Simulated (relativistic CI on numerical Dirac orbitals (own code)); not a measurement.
Crystal-field levels of Eu3+, 4f6

Calculated by Dirac-Coulomb-Breit CI, separate exchange-only KLI orbitals for each configuration, model QED, valence Slater integrals scaled by 0.75, one configuration in a parametric crystal field (own radial code).

Field parameters in Wybourne normalisation. The field is a parameter set, without covalency.

S and J are read from ⟨S²⟩ = S(S + 1) and ⟨J²⟩ = J(J + 1) of each level; they are not fictitious spins.

D3h, B20 = -110, B40 = -810, B60 = -190, B66 = -250 cm⁻¹, the lowest 10 levels:

```
E (cm⁻¹)  Degeneracy     S     J
     0.0           1  2.92  0.03
     408           1  2.94  1.01
     437           2  2.94  1.02
    1085           2  2.96  2.01
    1163           2  2.96  2.01
    1211           1  2.96  2.00
    1999           1  2.97  3.00
    2002           1  2.97  3.01
    2034           1  2.97  3.01
    2037           2  2.97  3.00
```

D4h, B20 = 720, B40 = 480, B44 = 710, B60 = -230, B64 = 70 cm⁻¹, the lowest 16 levels:

```tsv
E (cm⁻¹)	Degeneracy	Irrep	S	J
0.0	1	A1	2.92	0.14
363	2	E	2.94	1.05
583	1	A2	2.93	1.04
993	1	B1	2.96	2.01
1129	1	B2	2.96	2.07
1214	1	A1	2.96	2.00
1219	2	E	2.96	2.04
1983	1	B1	2.97	3.03
1996	2	E	2.97	3.03
2078	1	A2	2.97	3.02
2107	2	E	2.97	2.99
2114	1	B2	2.97	2.97
2903	1	B2	2.98	4.00
2961	2	E	2.98	4.00
3003	1	A1	2.98	4.00
3056	1	B1	2.98	4.01
```

The next free-ion level lies 428 cm⁻¹ above the lowest; the ground level cannot split, and the field only mixes in higher J.

Levels of this model without a field, named by their leading LS term (the scale mimics covalency, so terms lie below those of the real free ion): ⁷F0 0, ⁷F1 428, ⁷F2 1144, ⁷F3 2029, ⁷F4 3006, ⁷F5 4025, ⁷F6 5049, ⁵D0 14049 cm⁻¹.
